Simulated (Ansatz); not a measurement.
Molecule: C2H3, net charge 1, singlet state. It need not be the lowest isomer of its formula. 
Geometry from a B3LYP-D3(BJ)/def2-TZVP (Ansatz, a program for electronic structure) optimisation:
```xyz
5

C     -0.5795    -0.0017    -0.0062
C      0.6720     0.0020     0.0071
H      1.7532     0.0052     0.0186
H     -1.1567     0.9359    -0.0245
H     -1.1514    -0.9427    -0.0001
```
Charge +1, spin multiplicity 1.

Parts of the frozen-core correlation energy in STO-3G (Ansatz, hartree). Frozen orbitals: 2; correlated occupied orbitals by spin: 5 and 5; virtual: 6 and 6. Spin-orbit coupling is left out. No relativistic terms.

```json
[
 {"term": "reference (HF)", "value": "-76.16342"},
 {"term": "MP2 opposite-spin", "value": "[?]"},
 {"term": "MP2 same-spin", "value": "-0.01812"},
 {"term": "CCSD correlation", "value": "[?]"},
 {"term": "(T)", "value": "[?]"},
 {"term": "FCI minus CCSD(T)", "value": "-0.00087"},
 {"term": "T1 diagnostic", "value": "0.025"},
 {"term": "largest doubles amplitude", "value": "0.175"}
]
```

Task: Complete the blanks.

Result: 
- MP2 opposite-spin, value: -0.09188
- CCSD correlation, value: -0.14104
- (T), value: -0.00217
